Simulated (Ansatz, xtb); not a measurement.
**Two isomers of CH8GeO2Si**

Structure I: `C[Si@H](O)[O][GeH3]`, a singlet. Structure II: `[CH3][GeH2][O][SiH2]O`, a singlet. Both are isolated molecules in the gas phase, relaxed with r2SCAN-D4/def2-SVP; each stands in its lowest conformer found.

Q: Which of the two would you expect CCSD(T)/def2-SVP + ΔMP2/def2-TZVPP electronic energies to favour?

A: Structure I; the calculation gives E(II) − E(I) = +2.2 kcal/mol.

How the difference moves with the method:

| level | geometry | E(II) − E(I) (kcal/mol) | departure from the last row (kcal/mol) | job, with rough time for the two |
| --- | --- | --- | --- | --- |
| r2SCAN-D4/def2-SVP | r2SCAN-D4/def2-SVP | +3.9 | +1.6 | optimisation, 3.6 min |
| HF/def2-SVP | r2SCAN-D4/def2-SVP | +3.5 | +1.2 | part of the CCSD(T) run |
| MP2/def2-SVP | r2SCAN-D4/def2-SVP | +2.6 | +0.4 | part of the CCSD(T) run |
| CCSD(T)/def2-SVP | r2SCAN-D4/def2-SVP | +2.8 | +0.6 | single point |
| CCSD(T)/def2-SVP + ΔMP2/def2-TZVPP | r2SCAN-D4/def2-SVP | +2.2 |  | single point, 52 s |

As drawn, II has 1 C–Ge, 1 Si–H in place of 1 C–Si, 1 Ge–H.

None of the levels shown reverses the order. The largest departure from CCSD(T)/def2-SVP + ΔMP2/def2-TZVPP is that of r2SCAN-D4/def2-SVP, 1.6 kcal/mol. Levels run at GFN2-xTB geometries aren't shown. The last row adds to CCSD(T) the change of the MP2 difference between the two basis sets, here −0.6 kcal/mol.

With thermal terms from frequencies at re-optimised GFN2-xTB minima (ideal gas, soft modes damped towards free rotors, one conformer each, 298.15 K, 1 atm): on the last row, ΔE + ΔZPE = +2.0, ΔH = +2.0, ΔG = +2.2 kcal/mol.

The correlated steps freeze 17 core orbitals; the filled d shell of Ge is correlated, in a basis made for valence electrons. Mirror images aren't counted in ΔG. Codes used: Ansatz 0.2.0, xtb 6.7.1; the last row on 4 threads of Arm Neoverse V1 on a shared host.
